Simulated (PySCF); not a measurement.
# Where the electron goes

Compound: C5H5GeN.
Structure used (PBE0-D3(BJ)/def2-SVP), in Å, numbered top down from 1:
```
atom  x, y, z in Å
N1     3.4460   -0.0952    0.2659
C2     2.2918   -0.1297    0.1588
C3     0.8648   -0.1562    0.0296
C4     0.1715   -1.2952   -0.2096
Ge5   -1.7141   -0.8122   -0.2968
C6    -1.2385    1.0425    0.0358
C7     0.0980    1.1128    0.1626
H8     0.6628   -2.2630   -0.3187
H9    -2.3466   -1.0756   -1.6721
H10   -2.5604   -1.4653    0.8067
H11   -1.8812    1.9205    0.1175
H12    0.6455    2.0408    0.3556
```

Method: TDDFT PBE0/def2-SVPD, vertical, gas phase, core orbitals frozen in the response in PySCF 2.14.0, density-fitted response routines. Relativistic effects, spin–orbit coupling among them, are left out although an element past zinc is present.

Frontier orbitals with the atoms that hold most of them (Löwdin shares over 4%, at most four atoms; ? is withheld):

```
orbital  ε (eV)                             atoms
 HOMO-3   -9.65   Ge5 21%, N1 15%, C6 13%, C2 12%
 HOMO-2   -9.30   C6 23%, Ge5 18%, C4 16%, N1 13%
 HOMO-1   -9.12   N1 19%, C7 17%, C2 13%, Ge5 12%
   HOMO       ?                                 ?
   LUMO   -2.46                                 ?
 LUMO+1   -0.04    C7 24%, C6 20%, N1 13%, C2 12%
 LUMO+2    0.09  Ge5 36%, H9 11%, H10 11%, C4 10%
```

(1) Which atoms hold the LUMO, and with what shares?

(2) Which atoms hold the HOMO, and with what shares?

(3) What is the HOMO energy, and the HOMO–LUMO gap?

## Answers

(1) C4 (bonded to C, Ge and H) 25%; C3 (bonded to 3 C) 18%; C6 (bonded to C, Ge and H) 13%; C7 (bonded to 2 C and H) 11%.

(2) C4 (bonded to C, Ge and H) 24%; C6 (bonded to C, Ge and H) 24%; C7 (bonded to 2 C and H) 16%; C3 (bonded to 3 C) 16%.

(3) ε(HOMO) = -7.50 eV; the gap is 5.04 eV (0.1852 hartree).

Task: The HOMO–LUMO gap is 5.04 eV. Where does the response calculation put the lowest singlet, and from which orbitals?

Result: S1 is at 4.30 eV (f = 0.040), 0.74 eV below the gap, made of HOMO→LUMO (97%). Without the coupling terms of the response equations the lowest excitation would equal the gap.

Task: Give energy, strength and leading configuration of S1, S2 and S3, and follow the Löwdin shares of the leading atoms from the occupied to the empty orbital.

Result: 
- S1 (4.30 eV, f 0.040), HOMO→LUMO (97%): C4 24% → 25%, C6 24% → 13%, C3 16% → 18%
- S2 (5.28 eV, f 0.0003), HOMO-2→LUMO (97%): C6 23% → 13%, Ge5 18% → at most 11%, C4 16% → 25%, C3 at most 13% → 18%
- S3 (5.73 eV, f 0.107), HOMO-1→LUMO (82%): N1 19% → at most 11%, C7 17% → 11%, C4 at most 13% → 25%, C3 at most 13% → 18%

Löwdin shares depend on the basis, the more so with diffuse functions.

Rough CPU time on one thread of a shared machine: about 50 s.
